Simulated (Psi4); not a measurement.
HO3S (SMILES O=[S](=O)O), doublet, geometry from GFN2-xTB. Base run: HF/6-31G** (Psi4 1.11).

Here is a job for Psi4.
```
memory 2 GB

molecule {
0 2
  O    -0.35161916    1.37581007    0.16417676
  S    -0.15535022    0.00558506   -0.27045476
  O    -1.00118733   -1.03155471    0.25966493
  O     1.41212162   -0.39930609    0.09887398
  H     2.01108235    0.35104495    0.14555060
}

set basis 6-31g**
set reference uhf
set stability_analysis check
set scf_type pk

energy('scf')
print_variables()
```

The bond that is stretched is that between atoms 5 and 4. A test that says stable can miss a lower solution.

Each row names what was changed in the base input (with any setting that the change needs).

```csv
change,ΔE vs base (eV),<S^2>,outcome
base,0.00,0.781,converged
stability_analysis = follow; reference = uhf,0.00,0.781,converged
bond × 1.25,1.11,0.781,converged
stability_analysis = follow; reference = uhf; bond × 1.25,1.11,0.781,converged
bond × 1.5,-,-,not converged
stability_analysis = follow; reference = uhf; bond × 1.5,-,-,not converged
bond × 1.8,4.66,0.785,converged
stability_analysis = follow; reference = uhf; bond × 1.8,3.75,1.503,converged
bond × 2.2,6.54,0.825,converged
stability_analysis = follow; reference = uhf; bond × 2.2,3.75,1.730,converged
bond × 3.0,8.84,0.900,converged
stability_analysis = follow; reference = uhf; bond × 3.0,3.76,1.789,converged
```

Psi4 reported an instability in these rows: bond × 1.8; stability_analysis = follow; reference = uhf; bond × 1.8; bond × 2.2; stability_analysis = follow; reference = uhf; bond × 2.2; bond × 3.0; stability_analysis = follow; reference = uhf; bond × 3.0 (restricted rows aren't judged here).

On stretching, the SCF can end on different states; <S^2> shows the spin contamination of each.
